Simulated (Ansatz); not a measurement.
Molecular dynamics of CH$_{8}$AlNO$_{2}$Si

Input file:

```yaml
crystal:
  periodic: [false, false, false]
  atoms:
    - { symbol: O, position_ang: [0.608256, -3.126438, -0.53806] }
    - { symbol: Si, position_ang: [1.270345, -1.789481, 0.293337] }
    - { symbol: O, position_ang: [0.847044, -0.287874, -0.408638] }
    - { symbol: C, position_ang: [-0.552767, 0.058242, -0.15088] }
    - { symbol: "N", position_ang: [-0.836415, 1.397859, -0.663919] }
    - { symbol: Al, position_ang: [-0.588713, 2.88664, 0.210263] }
    - { symbol: H, position_ang: [-0.374349, -3.12284, -0.279768] }
    - { symbol: H, position_ang: [2.700529, -1.900716, 0.145976] }
    - { symbol: H, position_ang: [0.869417, -1.80441, 1.69255] }
    - { symbol: H, position_ang: [-0.773372, 0.049453, 0.944581] }
    - { symbol: H, position_ang: [-1.236671, -0.689858, -0.626749] }
    - { symbol: H, position_ang: [-0.878855, 1.37289, -1.701507] }
    - { symbol: H, position_ang: [-0.689364, 4.155738, -0.574498] }
    - { symbol: H, position_ang: [-0.377984, 2.771594, 1.686113] }
basis:
  gaussian: { orbitals: STO-3G }
hamiltonian:
  xc: pbe0
md:
  timestep: 0.5
  n_steps: 150
  ensemble: nve
  temperature: 1000.0
  initial_velocities: maxwell_boltzmann
  seed: 201173
  masses: [{ species: H, mass: 2.014 }]
scf:
  lower_state_search: "off"
```

Run as:

```bash
$ ansatz run input.yaml --threads 1 --pin off --max-ram 2048MiB --backend cpu --events-out ev --progress --plain --runs-dir out
```

It starts from a relaxed structure.

Output, in part (one step line in 3, the closing report, with atoms numbered from 0):

```
md step     0: t =     0.00 fs  T =  1000.0 K  F+E_penalty+E_count = -20953.71902327 eV  E_kin = 1.551120 eV  conserved = -20952.16790328 eV  (13 SCF iters)
md step     3: t =     1.50 fs  T =   841.9 K  F+E_penalty+E_count = -20953.47088417 eV  E_kin = 1.305846 eV  conserved = -20952.16503789 eV  (19 SCF iters)
md step     6: t =     3.00 fs  T =   572.9 K  F+E_penalty+E_count = -20953.05033105 eV  E_kin = 0.888621 eV  conserved = -20952.16171012 eV  (19 SCF iters)
md step     9: t =     4.50 fs  T =   456.6 K  F+E_penalty+E_count = -20952.87051014 eV  E_kin = 0.708306 eV  conserved = -20952.16220379 eV  (19 SCF iters)
md step    12: t =     6.00 fs  T =   481.8 K  F+E_penalty+E_count = -20952.91041060 eV  E_kin = 0.747297 eV  conserved = -20952.16311313 eV  (19 SCF iters)
md step    15: t =     7.50 fs  T =   563.6 K  F+E_penalty+E_count = -20953.03803353 eV  E_kin = 0.874283 eV  conserved = -20952.16375050 eV  (19 SCF iters)
md step    18: t =     9.00 fs  T =   638.9 K  F+E_penalty+E_count = -20953.15557698 eV  E_kin = 0.990939 eV  conserved = -20952.16463807 eV  (19 SCF iters)
md step    21: t =    10.50 fs  T =   644.6 K  F+E_penalty+E_count = -20953.16475715 eV  E_kin = 0.999913 eV  conserved = -20952.16484410 eV  (19 SCF iters)
md step    24: t =    12.00 fs  T =   573.6 K  F+E_penalty+E_count = -20953.05431729 eV  E_kin = 0.889798 eV  conserved = -20952.16451959 eV  (19 SCF iters)
md step    27: t =    13.50 fs  T =   480.9 K  F+E_penalty+E_count = -20952.90879827 eV  E_kin = 0.745973 eV  conserved = -20952.16282501 eV  (19 SCF iters)
md step    30: t =    15.00 fs  T =   510.7 K  F+E_penalty+E_count = -20952.95439721 eV  E_kin = 0.792150 eV  conserved = -20952.16224759 eV  (19 SCF iters)
md step    33: t =    16.50 fs  T =   681.8 K  F+E_penalty+E_count = -20953.22313324 eV  E_kin = 1.057615 eV  conserved = -20952.16551863 eV  (19 SCF iters)
md step    36: t =    18.00 fs  T =   746.6 K  F+E_penalty+E_count = -20953.32414002 eV  E_kin = 1.158003 eV  conserved = -20952.16613749 eV  (19 SCF iters)
md step    39: t =    19.50 fs  T =   631.1 K  F+E_penalty+E_count = -20953.14262414 eV  E_kin = 0.978853 eV  conserved = -20952.16377109 eV  (19 SCF iters)
md step    42: t =    21.00 fs  T =   506.6 K  F+E_penalty+E_count = -20952.94819853 eV  E_kin = 0.785818 eV  conserved = -20952.16238032 eV  (19 SCF iters)
md step    45: t =    22.50 fs  T =   488.0 K  F+E_penalty+E_count = -20952.92012881 eV  E_kin = 0.756899 eV  conserved = -20952.16322969 eV  (19 SCF iters)
md step    48: t =    24.00 fs  T =   519.5 K  F+E_penalty+E_count = -20952.96998128 eV  E_kin = 0.805842 eV  conserved = -20952.16413960 eV  (19 SCF iters)
md step    51: t =    25.50 fs  T =   543.4 K  F+E_penalty+E_count = -20953.00612401 eV  E_kin = 0.842868 eV  conserved = -20952.16325553 eV  (19 SCF iters)
md step    54: t =    27.00 fs  T =   618.4 K  F+E_penalty+E_count = -20953.12295862 eV  E_kin = 0.959263 eV  conserved = -20952.16369571 eV  (19 SCF iters)
md step    57: t =    28.50 fs  T =   700.0 K  F+E_penalty+E_count = -20953.25180040 eV  E_kin = 1.085756 eV  conserved = -20952.16604441 eV  (20 SCF iters)
md step    60: t =    30.00 fs  T =   621.0 K  F+E_penalty+E_count = -20953.12849663 eV  E_kin = 0.963232 eV  conserved = -20952.16526468 eV  (20 SCF iters)
md step    63: t =    31.50 fs  T =   445.5 K  F+E_penalty+E_count = -20952.85304962 eV  E_kin = 0.690977 eV  conserved = -20952.16207244 eV  (20 SCF iters)
md step    66: t =    33.00 fs  T =   428.0 K  F+E_penalty+E_count = -20952.82504215 eV  E_kin = 0.663817 eV  conserved = -20952.16122469 eV  (19 SCF iters)
md step    69: t =    34.50 fs  T =   632.9 K  F+E_penalty+E_count = -20953.14595221 eV  E_kin = 0.981753 eV  conserved = -20952.16419939 eV  (19 SCF iters)
md step    72: t =    36.00 fs  T =   816.5 K  F+E_penalty+E_count = -20953.43363506 eV  E_kin = 1.266521 eV  conserved = -20952.16711390 eV  (19 SCF iters)
md step    75: t =    37.50 fs  T =   742.6 K  F+E_penalty+E_count = -20953.31769167 eV  E_kin = 1.151859 eV  conserved = -20952.16583249 eV  (19 SCF iters)
md step    78: t =    39.00 fs  T =   524.1 K  F+E_penalty+E_count = -20952.97458860 eV  E_kin = 0.812891 eV  conserved = -20952.16169792 eV  (19 SCF iters)
md step    81: t =    40.50 fs  T =   472.1 K  F+E_penalty+E_count = -20952.89451712 eV  E_kin = 0.732331 eV  conserved = -20952.16218600 eV  (19 SCF iters)
md step    84: t =    42.00 fs  T =   565.3 K  F+E_penalty+E_count = -20953.04163596 eV  E_kin = 0.876827 eV  conserved = -20952.16480859 eV  (19 SCF iters)
md step    87: t =    43.50 fs  T =   597.9 K  F+E_penalty+E_count = -20953.09202626 eV  E_kin = 0.927452 eV  conserved = -20952.16457452 eV  (19 SCF iters)
md step    90: t =    45.00 fs  T =   562.5 K  F+E_penalty+E_count = -20953.03594251 eV  E_kin = 0.872494 eV  conserved = -20952.16344806 eV  (19 SCF iters)
md step    93: t =    46.50 fs  T =   545.7 K  F+E_penalty+E_count = -20953.00986615 eV  E_kin = 0.846433 eV  conserved = -20952.16343320 eV  (19 SCF iters)
md step    96: t =    48.00 fs  T =   554.3 K  F+E_penalty+E_count = -20953.02434121 eV  E_kin = 0.859848 eV  conserved = -20952.16449291 eV  (19 SCF iters)
md step    99: t =    49.50 fs  T =   524.2 K  F+E_penalty+E_count = -20952.97724527 eV  E_kin = 0.813053 eV  conserved = -20952.16419250 eV  (19 SCF iters)
md step   102: t =    51.00 fs  T =   497.3 K  F+E_penalty+E_count = -20952.93401078 eV  E_kin = 0.771325 eV  conserved = -20952.16268614 eV  (19 SCF iters)
md step   105: t =    52.50 fs  T =   576.0 K  F+E_penalty+E_count = -20953.05757393 eV  E_kin = 0.893407 eV  conserved = -20952.16416689 eV  (19 SCF iters)
md step   108: t =    54.00 fs  T =   655.5 K  F+E_penalty+E_count = -20953.18236598 eV  E_kin = 1.016746 eV  conserved = -20952.16562032 eV  (19 SCF iters)
md step   111: t =    55.50 fs  T =   611.3 K  F+E_penalty+E_count = -20953.11290047 eV  E_kin = 0.948126 eV  conserved = -20952.16477408 eV  (20 SCF iters)
md step   114: t =    57.00 fs  T =   500.0 K  F+E_penalty+E_count = -20952.93845248 eV  E_kin = 0.775544 eV  conserved = -20952.16290868 eV  (20 SCF iters)
md step   117: t =    58.50 fs  T =   460.9 K  F+E_penalty+E_count = -20952.87757323 eV  E_kin = 0.714922 eV  conserved = -20952.16265082 eV  (19 SCF iters)
md step   120: t =    60.00 fs  T =   512.6 K  F+E_penalty+E_count = -20952.95915899 eV  E_kin = 0.795117 eV  conserved = -20952.16404248 eV  (19 SCF iters)
md step   123: t =    61.50 fs  T =   551.4 K  F+E_penalty+E_count = -20953.01969109 eV  E_kin = 0.855354 eV  conserved = -20952.16433660 eV  (19 SCF iters)
md step   126: t =    63.00 fs  T =   556.9 K  F+E_penalty+E_count = -20953.02703840 eV  E_kin = 0.863783 eV  conserved = -20952.16325578 eV  (19 SCF iters)
md step   129: t =    64.50 fs  T =   594.5 K  F+E_penalty+E_count = -20953.08648382 eV  E_kin = 0.922078 eV  conserved = -20952.16440568 eV  (19 SCF iters)
md step   132: t =    66.00 fs  T =   587.2 K  F+E_penalty+E_count = -20953.07612299 eV  E_kin = 0.910807 eV  conserved = -20952.16531626 eV  (19 SCF iters)
md step   135: t =    67.50 fs  T =   480.5 K  F+E_penalty+E_count = -20952.90874776 eV  E_kin = 0.745360 eV  conserved = -20952.16338796 eV  (19 SCF iters)
md step   138: t =    69.00 fs  T =   423.0 K  F+E_penalty+E_count = -20952.81818260 eV  E_kin = 0.656139 eV  conserved = -20952.16204333 eV  (19 SCF iters)
md step   141: t =    70.50 fs  T =   518.9 K  F+E_penalty+E_count = -20952.96836578 eV  E_kin = 0.804840 eV  conserved = -20952.16352622 eV  (19 SCF iters)
md step   144: t =    72.00 fs  T =   645.1 K  F+E_penalty+E_count = -20953.16645228 eV  E_kin = 1.000608 eV  conserved = -20952.16584439 eV  (19 SCF iters)
md step   147: t =    73.50 fs  T =   619.2 K  F+E_penalty+E_count = -20953.12572807 eV  E_kin = 0.960523 eV  conserved = -20952.16520481 eV  (19 SCF iters)
md step   150: t =    75.00 fs  T =   494.2 K  F+E_penalty+E_count = -20952.92892806 eV  E_kin = 0.766578 eV  conserved = -20952.16235013 eV  (19 SCF iters)
Total energy: -20952.92894829 eV, -770.0059364444 hartree
Atom 0 at     0.174472    -2.871277     0.003270 Å, force     0.890039     0.071045    -0.977211 eV/Å
Atom 1 at     1.354999    -1.658565     0.231378 Å, force     1.801112    -0.236819    -0.661338 eV/Å
Atom 2 at     0.968669    -0.156291    -0.563786 Å, force     0.744841    -0.769609     0.375615 eV/Å
Atom 3 at    -0.463290    -0.014612    -0.715903 Å, force    -1.761547    -1.519981    -0.188801 eV/Å
Atom 4 at    -0.787649     1.421999    -0.870201 Å, force    -0.270908    -0.853965     2.233592 eV/Å
Atom 5 at    -0.616298     2.608075     0.433792 Å, force    -0.867245    -4.754182     1.473036 eV/Å
Atom 6 at    -0.373793    -2.745426     0.815411 Å, force    -1.189521    -0.070259     1.156427 eV/Å
Atom 7 at     2.638342    -2.199793    -0.396255 Å, force    -1.441122     0.821321     0.753623 eV/Å
Atom 8 at     1.546451    -1.416306     1.680403 Å, force    -0.061997    -0.040826    -0.637839 eV/Å
Atom 9 at    -1.016415    -0.463993     0.182100 Å, force     0.376018     0.863032    -0.485586 eV/Å
Atom 10 at    -0.851515    -0.722164    -1.587844 Å, force     0.653845     1.859710     1.100486 eV/Å
Atom 11 at    -0.667487     1.661620    -1.826396 Å, force     0.387545     0.759647    -2.552291 eV/Å
Atom 12 at    -0.386081     3.962484     0.242167 Å, force     0.414603     2.940925    -0.612553 eV/Å
Atom 13 at    -0.854107     1.856088     1.783043 Å, force     0.324337     0.929963    -0.977160 eV/Å
Dipole moment:    -0.065715     0.179952     0.154147 e Å
```

The run went to its last step. The conserved energy stayed within 0.49 meV per atom of its start (net change 0.4 meV per atom), so the integration is sound. The temperature averaged 0.55 of the 1000 K drawn at the start: a run that starts near a minimum puts about half its kinetic energy into the potential. A run of 0.075 ps of so small a system gives no equilibrium averages. Limits of this set-up: minimal basis.

The same pairs are bonded in the first frame and the last. Pairs count as bonded within 1.25 times the sum of covalent radii (0.12 Å more for H–H).

Last frame:

```xyz
14
Properties=species:S:1:pos:R:3
O 0.174 -2.871 0.003
Si 1.355 -1.659 0.231
O 0.969 -0.156 -0.564
C -0.463 -0.015 -0.716
N -0.788 1.422 -0.870
Al -0.616 2.608 0.434
H -0.374 -2.745 0.815
H 2.638 -2.200 -0.396
H 1.546 -1.416 1.680
H -1.016 -0.464 0.182
H -0.852 -0.722 -1.588
H -0.667 1.662 -1.826
H -0.386 3.962 0.242
H -0.854 1.856 1.783
```

Time of the run: 6 min on 1 thread of Arm Neoverse V2, with other jobs on the host, peak memory 0.1 GiB.
